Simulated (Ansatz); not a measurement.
HOZn, charge +1, singlet, geometry from GFN2-xTB (such geometries of metal compounds can be far from the true shape); BLYP/6-31G** (Ansatz, a program for electronic structure).

The Ansatz input:
Ansatz 0.2 input:
```yaml
crystal:
  periodic: [false, false, false]
  atoms:
    - {symbol: Zn, position_ang: [-0.27093353, -0.14930649, -0.25641287]}
    - {symbol: O, position_ang: [0.88638751, 0.38915537, 0.84414032]}
    - {symbol: H, position_ang: [1.03690579, 1.36595177, 0.93926352]}
basis:
  gaussian:
    orbitals: 6-31G__.json
hamiltonian:
  xc: blyp
total_charge: 1
accuracy: high
```
The basis file holds 6-31G** in the JSON format of the Basis Set Exchange.

Question: What does Ansatz print? Leave out banner, timings and long lists.

Answer: 
```
Functional definition: BLYP
1000 factors; integrals over basis functions are off by at most 3.7e-9 eV
mean field evaluation 1: about -50436.1321 eV, gradient 1.3e2 eV
mean field evaluation 2: about -50194.6972 eV, gradient 2.2e2 eV
mean field evaluation 4: about -50466.5137 eV, gradient 1.4e1 eV
mean field evaluation 8: about -50466.8849 eV, gradient 3.0e-1 eV
mean field evaluation 16: about -50466.8798 eV, gradient 3.5e-5 eV
mean field -50466.87977648 eV, -1854.6236241059 hartree, gradient 6.0e-8 eV, S^2 0.000000; 0 other end points of the search recorded, 0 dependent functions left out
reference -50466.87981576 eV, -1854.6236255494 hartree; 19, 19 occupied and 37, 37 virtual orbitals, 1000 factors
Total energy: -50466.87981576 eV, -1854.6236255494 hartree
```
